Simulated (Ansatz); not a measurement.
Calculated with Ansatz (gas phase, PBE0-D4/def2-TZVP geometries, no zero-point term in ΔE). CCSD(T)/CBS adds triple-zeta CCSD(T) − MP2 to the extrapolated MP2 energy (def2 sets, frozen cores). Functionals use def2-TZVPP. B3LYP here is the variant with VWN-RPA as its local correlation; programs differ in this. def2 core potentials past Kr. For Y outer-core shells are correlated without core-valence functions, which leaves a few kJ/mol of doubt a bond. One conformer a species, not always the lowest.

Consider the substitution at a C–C bond: `CC=C=CCl` + `[OH][Y]([OH])[OH]` → `C[O][Y]([OH])[OH]` + `C=C=CCl`.

| level | ΔE (kJ/mol) | difference from CCSD(T)/CBS |
| --- | --- | --- |
| PBE-D4 | 61.5 | -5.0 |
| r2SCAN-D4 | 62.5 | -4.0 |
| PBE0-D4 | 63.7 | -2.8 |
| B3LYP-D4 | 58.5 | -8.0 |
| ωB97X-V | 60.7 | -5.8 |
| B2PLYP | 60.6 | -5.9 |
| PBE | 60.3 | -6.2 |
| r2SCAN | 62.1 | -4.4 |
| PBE0 | 62.7 | -3.8 |
| B3LYP | 56.7 | -9.8 |
| HF/def2-TZVPP | 54.7 | -11.8 |
| SCS-MP2/def2-TZVPP | 63.6 | -2.9 |
| CCSD(T)/def2-TZVPP | 61.9 | -4.6 |
| HF/def2-QZVPP | 54.2 | -12.3 |
| HF/CBS(def2) | 54.1 | -12.4 |
| MP2/CBS(def2) | 73.9 | 7.4 |
| CCSD(T)/CBS | 66.5 | 0 |

Largest T1 diagnostic among the species: 0.014.

In def2-TZVPP, CCSD(T) changes the Hartree–Fock value by +7.2 kJ/mol (the triples alone add +0.5 kJ/mol) and MP2 by +14.6 kJ/mol.
